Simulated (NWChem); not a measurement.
System: B$_{2}$, triplet; SMILES [B][B]

Here is an NWChem input.

```
start job
memory heap 200 mb stack 700 mb global 900 mb
geometry units angstroms noautoz
  B      0.000000     0.000000    -0.812772
  B      0.000000     0.000000     0.812772
end
basis spherical
  B library def2-tzvp
end
dft
  odft
  mult 3
  xc xctpssh
  iterations 150
  mulliken
end
task dft energy
```

Coordinates come from a PBE0/def2-SVP, spin-unrestricted optimisation. No stability test was run on the SCF state.

Q: What results follow from this input? (TPSSh/def2-TZVP, spin-unrestricted.) Quantities: energy (Ha); highest occupied level (eV); lowest empty minus highest occupied level, either spin (eV); <S²>.

A: 
```json
{
 "energy (Ha)": "-49.43",
 "highest occupied level (eV)": "-6.55",
 "lowest empty minus highest occupied level, either spin (eV)": "1.73",
 "<S²>": "2.01"
}
```
